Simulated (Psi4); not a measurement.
IIn (SMILES [In][I]), singlet, at a GFN2-xTB geometry (such geometries of metal compounds can be far from the true shape) (all electrons, no relativity); R2SCAN/STO-3G (Psi4 1.11).

Psi4 was given this input:
```
memory 2 GB

molecule {
0 1
In   -0.00000000   -0.00000000   -1.44929646
I     0.00000000    0.00000000    1.33991559
}

set {
  basis sto-3g
  scf_type pk
  puream true
  d_convergence 1e-8
  dft_radial_points 99
  dft_spherical_points 590
}

energy('r2scan')
print_variables()
```

What does Psi4 print? Leave out banner, timings and long lists.


```
   => Loading Basis Set <=

    Name: STO-3G
    Role: ORBITAL
    Keyword: BASIS

         ---------------------------------------------------------
                                   SCF
               by Justin Turney, Rob Parrish, Andy Simmonett
                          and Daniel G. A. Smith
                              RKS Reference
         ---------------------------------------------------------

  ==> Geometry <==

    Molecular point group: c2v
    Full point group: C_inf_v

    Geometry (in Angstrom), charge = 0, multiplicity = 1:

       Center              X                  Y                   Z               Mass
    ------------   -----------------  -----------------  -----------------  -----------------
         IN           0.000000000000     0.000000000000    -1.463818272747   114.903878776000
         I            0.000000000000     0.000000000000     1.325393777253   126.904471900000

  Running in c2v symmetry.

  Rotational constants: A = ************  B =      0.03593  C =      0.03593 [cm^-1]
  Rotational constants: A = ************  B =   1077.24333  C =   1077.24333 [MHz]
  Nuclear repulsion =  492.710196096417235

  Charge       = 0
  Multiplicity = 1
  Electrons    = 102
  Nalpha       = 51
  Nbeta        = 51

  ==> Algorithm <==

  SCF Algorithm Type is PK.
  DIIS enabled.
  MOM disabled.
  Fractional occupation disabled.
  Guess Type is SAD.
  Energy threshold   = 1.00e-06
  Density threshold  = 1.00e-08
  Integral threshold = 1.00e-12

  ==> Primary Basis <==

  Basis Set: STO-3G
    Blend: STO-3G
    Number of shells: 22
    Number of basis functions: 54
    Number of Cartesian functions: 58
    Spherical Harmonics?: true
    Max angular momentum: 2

  ==> DFT Potential <==

   => LibXC <=

    Version 7.1.2
    S. Lehtola, C. Steigemann, M. J. T. Oliveira, and M. A. L. Marques,  SoftwareX 7, 1–5 (2018) (10.1016/j.softx.2017.11.002)

   => Composite Functional: R2SCAN <=

    r2SCAN Meta-GGA XC Functional  (0.1021/acs.jpclett.0c02405)
    J. W. Furness, A. D. Kaplan, J. Ning, J. P. Perdew, J. Sun  J. Phys. Chem. Lett.  11, 8208–8215, 2020

    Deriv               =              1
    GGA                 =           TRUE
    Meta                =           TRUE

    Exchange Hybrid     =          FALSE
    MP2 Hybrid          =          FALSE

   => Exchange Functionals <=

    1.0000   XC_MGGA_X_R2SCAN

   => Correlation Functionals <=

    1.0000   XC_MGGA_C_R2SCAN

   => LibXC Density Thresholds  <==

    XC_MGGA_C_R2SCAN:  1.00E-15
    XC_MGGA_X_R2SCAN:  1.00E-11

   => Molecular Quadrature <=

    Radial Scheme          =       TREUTLER
    Pruning Scheme         =           NONE
    Nuclear Scheme         =       TREUTLER

    Blocking Scheme        =         OCTREE
    BS radius alpha        =              1
    Pruning alpha          =              1
    Radial Points          =             99
    Spherical Points       =            590
    Total Points           =          95646
    Total Blocks           =            787
    Max Points             =            256
    Max Functions          =             40
    Weights Tolerance      =       1.00E-15

  ==> Integral Setup <==

  Using in-core PK algorithm.
   Calculation information:
      Number of atoms:                   2
      Number of AO shells:              22
      Number of primitives:             66
      Number of atomic orbitals:        58
      Number of basis functions:        54

      Integral cutoff                 1.00e-12
      Number of threads:                 1

  Performing in-core PK
  Using 2206710 doubles for integral storage.
  We computed 18736 shell quartets total.
  Whereas there are 32131 unique shell quartets.

  ==> DiskJK: Disk-Based J/K Matrices <==

    J tasked:                  Yes
    K tasked:                   No
    wK tasked:                  No
    Schwarz Cutoff:          1E-12

  Minimum eigenvalue in the overlap matrix is 3.2481924707E-01.
  Reciprocal condition number of the overlap matrix is 1.8426360693E-01.
    Using symmetric orthogonalization.

  ==> Pre-Iterations <==

  SCF Guess: Superposition of Atomic Densities via on-the-fly atomic UHF (no occupation information).

   -------------------------
    Irrep   Nso     Nmo
   -------------------------
     A1        26      26
     A2         4       4
     B1        12      12
     B2        12      12
   -------------------------
    Total      54      54
   -------------------------

  ==> Iterations <==

                        Total Energy        Delta E     RMS |[F,P]|

   @RKS iter SAD: -12535.19952414448562   -1.25352e+04   0.00000e+00
   @RKS iter   1: -12537.90792749274260   -2.70840e+00   1.42624e-02 DIIS/ADIIS
   @RKS iter   2: -12537.99426472847335   -8.63372e-02   6.26511e-03 DIIS/ADIIS
   @RKS iter   3: -12538.06961607899575   -7.53514e-02   2.81727e-03 DIIS/ADIIS
   @RKS iter   4: -12538.08250090075308   -1.28848e-02   1.78433e-04 DIIS/ADIIS
   @RKS iter   5: -12538.08255936808746   -5.84673e-05   3.87374e-05 DIIS
   @RKS iter   6: -12538.08256228232676   -2.91424e-06   1.97074e-06 DIIS
   @RKS iter   7: -12538.08256228959181   -7.26504e-09   6.20146e-08 DIIS
   @RKS iter   8: -12538.08256228961000   -1.81899e-11   1.00677e-09 DIIS
  Energy and wave function converged.

  ==> Post-Iterations <==

   Electrons on quadrature grid:
      Ntotal   =  102.0000013352 ; deviation = 1.335e-06

    Orbital Energies [Eh]
    ---------------------

    Doubly Occupied:

[...]
    Virtual:

[...]
    Final Occupation by Irrep:
             A1    A2    B1    B2
    DOCC [    25,    4,   11,   11 ]
    NA   [    25,    4,   11,   11 ]
    NB   [    25,    4,   11,   11 ]

  @RKS Final Energy: -12538.08256228961000

   => Energetics <=

    Nuclear Repulsion Energy =            492.7101960964172349
    One-Electron Energy =              -18301.6200791504525114
    Two-Electron Energy =                5604.4728945013712291
    DFT Exchange-Correlation Energy =    -333.6455737369458916
    Empirical Dispersion Energy =           0.0000000000000000
    VV10 Nonlocal Energy =                  0.0000000000000000
    Total Energy =                     -12538.0825622896099958

Computation Completed

Properties will be evaluated at   0.000000,   0.000000,   0.000000 [a0]

Properties computed using the SCF density matrix

 Multipole Moments:

 ------------------------------------------------------------------------------------
     Multipole            Electronic (a.u.)      Nuclear  (a.u.)        Total (a.u.)
 ------------------------------------------------------------------------------------

 L = 1.  Multiply by 2.5417464519 to convert [e a0] to [Debye]
 Dipole X            :          0.0000000            0.0000000            0.0000000
 Dipole Y            :          0.0000000            0.0000000            0.0000000
 Dipole Z            :          1.5758760           -2.7991099           -1.2232339
 Magnitude           :                                                    1.2232339

 ------------------------------------------------------------------------------------

  Variable Map:
  ----------------------------------------------------------------------------
[...]
  Array Variable Map:
  ----------------------------------------------------------------------------
[...]
[...]
```
